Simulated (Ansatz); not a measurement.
Computed with Ansatz on PBE0-D4/def2-TZVP structures; ΔE is electronic, products minus reactants. CBS: MP2 limit from def2 TZ/QZ plus the TZ coupled-cluster correction, frozen cores. This one scheme is used for every species. Functionals use def2-TZVPP. B3LYP here is the variant with VWN-RPA as its local correlation; programs differ in this. Each species was taken in one conformer, which may not be the lowest.

Consider the ligand exchange at the Si–C bond: `NC(F)[SiH2]O` + `[OH][AlH2]` → `O[SiH2][O][AlH2]` + `NCF`.

`NC(F)[SiH2]O`:

Cartesian coordinates in Å:
```
N -0.758 -1.485 0.221
C 0.407 -0.798 -0.143
F 1.546 -1.183 0.633
Si 0.248 1.076 0.092
O -0.750 1.621 -1.097
H -0.715 -2.483 0.064
H -1.071 -1.289 1.161
H 0.669 -1.052 -1.174
H -0.318 1.316 1.451
H 1.588 1.711 0.003
H -0.847 2.566 -1.213
```

`[OH][AlH2]`:

Z-matrix (Å, degrees):
```
Al
O 1 1.696
H 1 1.585 2 119.7
H 1 1.577 2 116.0 3 -180.0
H 2 0.956 1 123.4 3 -0.0
```

`O[SiH2][O][AlH2]`:

```xyz
9

O    -1.348   -0.205    1.719
Si   -0.810    0.783    0.523
O     0.273    0.059   -0.437
Al    1.299   -0.850   -1.414
H    -0.745   -0.414    2.433
H    -2.024    1.131   -0.249
H    -0.161    1.987    1.105
H     2.171   -1.972   -0.725
H     1.345   -0.518   -2.957
```

`NCF`:

Z-matrix (Å, degrees):
```
C
F 1 1.406
N 1 1.402 2 113.7
H 1 1.092 2 106.1 3 121.3
H 1 1.092 2 106.1 3 -121.3
H 3 1.010 1 112.8 2 62.5
H 3 1.010 1 112.8 2 -62.5
```

CCSD(T)/CBS gives -1.65 eV.

Question: Another level gave -1.66 eV. Which?
A. CCSD/def2-TZVPP
B. B3LYP/def2-TZVPP
C. PBE0-D4/def2-TZVPP
D. r2SCAN/def2-TZVPP

Answer: B. B3LYP -1.66, PBE0-D4 -1.56, r2SCAN -1.61, CCSD/def2-TZVPP -1.71 eV.

Largest T1 diagnostic among the species: 0.012.

In def2-TZVPP, CCSD(T) changes the Hartree–Fock value by +0.27 eV (the triples alone add +0.04 eV) and MP2 by +0.25 eV. From PBE to PBE0 (25 % exact exchange), in def2-TZVPP and without D4, ΔE moves by −0.11 eV.
